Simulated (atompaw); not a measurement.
# How hard is this Ti (Z = 22) PAW (atompaw) potential?

* Element: Ti (Z = 22)
* Generator: atompaw 4.2.0.5
* Type: PAW
* Functional: PBEsol
* Relativity: scalar-relativistic
* Frozen core: [Ar]
* Valence charge: 4
* Reference configuration: 3d2 4s0 4p0 (charge +2)
* Partial waves: 4s (bound, empty): rc 2.80 bohr; 4s channel at 2.9 Ry: rc 2.65 bohr; 4p (bound, empty): rc 2.80 bohr; 4p channel at -0.3 Ry: rc 2.80 bohr; 3d (bound): rc 1.20 bohr; 3d channel at 0.35 Ry: rc 2.80 bohr
* Local potential: troulliermartins scheme with l = 3 at -0.5 Ry, radius 2.50 bohr
* Core correction: smooth core density matched at 1.60 bohr
* Augmentation charge: sinc compensation charge, radius 2.05 bohr; PAW radius 2.80 bohr; waves and projectors: custom rrkj vanderbiltortho

The pseudo-atom Hamiltonian at the reference potential is diagonalised in spherical Bessel functions j_l(qr) that vanish at 20 bohr, with q² up to the cutoff. All-electron valence levels (Ry): 4s -1.2241, 4p -0.8955, 3d -1.4423.

Question: How do the lowest levels (Ry) of each channel move with the cutoff, and are there ghosts?

Answer:

| cutoff (Ry) | s #1 | s #2 | p #1 | p #2 | d #1 | d #2 | f #1 | Σ f·Δε (mRy) |
| --- | --- | --- | --- | --- | --- | --- | --- | --- |
| 8 | -1.2240 | -0.4911 | -0.8954 | -0.3876 | -0.4982 | -0.2537 | -0.2820 | 1888.1 |
| 15 | -1.2241 | -0.4911 | -0.8955 | -0.3877 | -0.4995 | -0.2540 | -0.2823 | 1885.5 |
| 21 | -1.2241 | -0.4911 | -0.8955 | -0.3877 | -0.5233 | -0.2670 | -0.2824 | 1837.8 |
| 35 | -1.2241 | -0.4911 | -0.8955 | -0.3877 | -1.2263 | -0.4817 | -0.2824 | 431.8 |
| 50 | -1.2241 | -0.4911 | -0.8955 | -0.3877 | -1.4185 | -0.4843 | -0.2824 | 47.4 |
| 70 | -1.2241 | -0.4911 | -0.8955 | -0.3877 | -1.4413 | -0.4845 | -0.2824 | 1.9 |
| 90 | -1.2241 | -0.4911 | -0.8955 | -0.3877 | -1.4417 | -0.4845 | -0.2824 | 1.1 |
| 120 | -1.2241 | -0.4911 | -0.8955 | -0.3877 | -1.4421 | -0.4845 | -0.2824 | 0.2 |
| 400 | -1.2241 | -0.4911 | -0.8955 | -0.3877 | -1.4423 | -0.4845 | -0.2824 | 0.0 |

Result: no extra level below or beside the all-electron valence levels (s, p, d, f tested); 10 mRy is reached at 70 Ry and 1 mRy at 100 Ry.
